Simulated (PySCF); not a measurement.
Cost against size for one kind of job: PySCF 2.14.0, density-fitted response routines, GIAO PBE0/pcSseg-1 NMR shielding, non-relativistic, gas phase; work: shieldings, ring-centre shieldings, charges and field gradients. Hardware: one thread of an Arm Neoverse V1, no GPU, shared host. Other jobs ran on the host; a repeat could differ by tens of per cent or more.

| species (SMILES) | atoms | electrons | basis functions | SCF cycles | wall time |
| --- | --- | --- | --- | --- | --- |
| N[B@@H-]([NH3+])c1cccs1 | 17 | 68 | 188 | 14 | ? |
| F[C@H]1CBC/C1=C/[SiH3] | 18 | 68 | 193 | 14 | 36 s |
| F[C@H]1CBC/C1=C\[SiH3] | 18 | 68 | 193 | 14 | 35 s |
| C[N@@H+]([BH2-]C#N)[C@H]1C[C@H]1N | 21 | 68 | 213 | 14 | 74 s |
| C=Cc1cc(C)c([SiH3])[pH]1 | 20 | 82 | 222 | 14 | 42 s |

Problem. Estimate the withheld figures.

Solution. `N[B@@H-]([NH3+])c1cccs1`: 37 s.

Problem. Which species took longest, and how many times the shortest run?

Solution. `C[N@@H+]([BH2-]C#N)[C@H]1C[C@H]1N`, at 74 s: about 2.1 times the shortest (35 s).
